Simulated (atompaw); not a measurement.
## Scattering properties, PAW (atompaw) potential for antimony (Sb)

```
Element                 : antimony (Sb)
Generator               : atompaw 4.2.0.5
Type                    : PAW
Functional              : PBE
Relativity              : scalar-relativistic
Frozen core             : [Kr] 4d10
Valence charge          : 5
Reference configuration : 5s1 5p4
Partial waves           : 5s (bound): rc 2.60 bohr; 5s channel at -0.45 Ry: rc 1.55 bohr; 5p (bound): rc 2.60 bohr; 5p channel at 4.4 Ry: rc 2.60 bohr; 5d channel at 0.1 Ry: rc 2.60 bohr
Local potential         : bessel scheme, radius 2.30 bohr
Core correction         : smooth core density matched at 2.00 bohr
Augmentation charge     : sinc compensation charge, radius 2.50 bohr; PAW radius 2.60 bohr; waves and projectors: custom rrkj vanderbiltortho
```

The phase is arctan(r·u′/u) with u = r·R(r), unwrapped; energies in Ry, scanned from -3 to 5 Ry. A pole is an energy at which the radial function vanishes at the test radius. The pseudo phase is shifted by a multiple of π to meet the all-electron one at the reference energy, and phase errors are pseudo minus all-electron; the curves can meet again beyond the range given. Levels narrower than the energy grid can be missing from the lists of poles.

```
channel  radius (bohr)  reference energy (Ry)  poles, all-electron  poles, pseudo  unbroken range about the reference energy with phases within 0.05 rad  phase error 1 Ry above the reference energy (rad)
      s           2.61                  -1.00                 0.13           0.14                                                              below 1.9                                             +0.001
      p           2.61                  -0.40                 1.41           1.39                                                        the whole range                                             -0.002
      d           2.61                   0.10          -2.52, 3.67           2.95                                                            -2.2 to 0.8                                             -0.116
```

Note: ghost state, extra bound levels that the all-electron valence spectrum of the same l lacks: s at -12.1 eV. A true bound ghost makes a file unfit for plane-wave use.

Phases in the d channel:

```json
{"E (Ry)": "-3.00", "all-electron": "1.307", "pseudo": "-1.786"}
{"E (Ry)": "-2.76", "all-electron": "1.224", "pseudo": "-1.795"}
{"E (Ry)": "-2.52", "all-electron": "-1.575", "pseudo": "-1.804"}
{"E (Ry)": "-2.28", "all-electron": "-1.755", "pseudo": "-1.814"}
{"E (Ry)": "-2.04", "all-electron": "-1.793", "pseudo": "-1.826"}
{"E (Ry)": "-1.80", "all-electron": "-1.817", "pseudo": "-1.840"}
{"E (Ry)": "-1.56", "all-electron": "-1.839", "pseudo": "-1.856"}
{"E (Ry)": "-1.32", "all-electron": "-1.862", "pseudo": "-1.875"}
{"E (Ry)": "-1.08", "all-electron": "-1.889", "pseudo": "-1.898"}
{"E (Ry)": "-0.84", "all-electron": "-1.920", "pseudo": "-1.927"}
{"E (Ry)": "-0.60", "all-electron": "-1.958", "pseudo": "-1.963"}
{"E (Ry)": "-0.36", "all-electron": "-2.008", "pseudo": "-2.011"}
{"E (Ry)": "-0.12", "all-electron": "-2.076", "pseudo": "-2.077"}
{"E (Ry)": "0.12", "all-electron": "-2.173", "pseudo": "-2.173"}
{"E (Ry)": "0.36", "all-electron": "-2.320", "pseudo": "-2.323"}
{"E (Ry)": "0.60", "all-electron": "-2.561", "pseudo": "-2.579"}
{"E (Ry)": "0.84", "all-electron": "-2.953", "pseudo": "-3.015"}
{"E (Ry)": "1.08", "all-electron": "-3.462", "pseudo": "-3.577"}
{"E (Ry)": "1.32", "all-electron": "-3.892", "pseudo": "-4.011"}
{"E (Ry)": "1.56", "all-electron": "-4.163", "pseudo": "-4.267"}
{"E (Ry)": "1.80", "all-electron": "-4.329", "pseudo": "-4.419"}
{"E (Ry)": "2.04", "all-electron": "-4.436", "pseudo": "-4.518"}
{"E (Ry)": "2.28", "all-electron": "-4.510", "pseudo": "-4.588"}
{"E (Ry)": "2.52", "all-electron": "-4.565", "pseudo": "-4.640"}
{"E (Ry)": "2.76", "all-electron": "-4.607", "pseudo": "-4.683"}
{"E (Ry)": "3.00", "all-electron": "-4.641", "pseudo": "-4.720"}
{"E (Ry)": "3.24", "all-electron": "-4.670", "pseudo": "-4.754"}
{"E (Ry)": "3.48", "all-electron": "-4.695", "pseudo": "-4.786"}
{"E (Ry)": "3.72", "all-electron": "-4.717", "pseudo": "-4.818"}
{"E (Ry)": "3.96", "all-electron": "-4.738", "pseudo": "-4.853"}
{"E (Ry)": "4.20", "all-electron": "-4.757", "pseudo": "-4.893"}
{"E (Ry)": "4.44", "all-electron": "-4.776", "pseudo": "-4.941"}
{"E (Ry)": "4.68", "all-electron": "-4.796", "pseudo": "-5.004"}
{"E (Ry)": "4.92", "all-electron": "-4.816", "pseudo": "-5.095"}
```
